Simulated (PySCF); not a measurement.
Sb(OH)(TeH)2 (H₃OSbTe₂), SMILES [TeH][Sb]([OH])[TeH].

Geometry: r2SCAN-D4/def2-SVP. The structure was generated by enumeration; whether it is a known compound was not checked. The def2 effective core potentials stand for the cores of Sb, Te; spin–orbit coupling is left out. The values are those of a single conformer.

Method: TDDFT-M06-2X/def2-SVPD (PySCF 2.14.0).

Vertical excitations. 

### Question
Give excitation energies, oscillator strengths and character. (An estimate is asked for; the answer gives what the named calculation found.)

### Answer

| state | energy (eV) | λ (nm) | f | main pairs |
|---|---|---|---|---|
| S1 | 3.21 | 386 | 0.008 | HOMO→LUMO 85 % |
| S2 | 3.58 | 346 | 0.007 | HOMO−1→LUMO 60 %, HOMO−1→LUMO+1 20 % |
| S3 | 3.97 | 312 | 0.018 | HOMO→LUMO+1 56 %, HOMO−1→LUMO 22 %, HOMO−2→LUMO 10 % |
| S4 | 4.35 | 285 | 0.025 | HOMO−1→LUMO+1 49 %, HOMO−2→LUMO 24 % |
| S5 | 4.41 | 281 | 0.041 | HOMO→LUMO+2 61 %, HOMO−1→LUMO+1 13 % |
| S6 | 4.64 | 267 | 0.095 | HOMO−2→LUMO 17 %, HOMO→LUMO+2 17 %, HOMO→LUMO+3 17 %, HOMO→LUMO+1 10 % |
| S7 | 4.74 | 262 | 0.028 | HOMO−2→LUMO+1 26 %, HOMO→LUMO+3 22 %, HOMO→LUMO+4 10 %, HOMO−2→LUMO 10 % |
| S8 | 4.87 | 255 | 0.090 | HOMO−2→LUMO+1 62 %, HOMO→LUMO+3 20 % |
| S9 | 4.93 | 252 | 0.042 | HOMO−1→LUMO+2 56 %, HOMO−2→LUMO 18 % |
| S10 | 5.16 | 240 | 0.002 | HOMO−2→LUMO+2 54 %, HOMO−3→LUMO 11 %, HOMO→LUMO+4 8 % |
| T1 | 2.81 | 441 | 0 | HOMO→LUMO 82 % |
| T2 | 3.18 | 390 | 0 | HOMO−1→LUMO 42 %, HOMO→LUMO+1 18 %, HOMO−2→LUMO 10 %, HOMO−2→LUMO+1 10 % |
| T3 | 3.26 | 381 | 0 | HOMO→LUMO+1 41 %, HOMO−2→LUMO 34 % |
| T4 | 3.42 | 363 | 0 | HOMO−1→LUMO+1 37 %, HOMO−2→LUMO 26 %, HOMO−1→LUMO 14 %, HOMO−2→LUMO+1 9 % |
Triplets are in the Tamm–Dancoff approximation, which puts them higher than full response would, so one can lie above its singlet here.
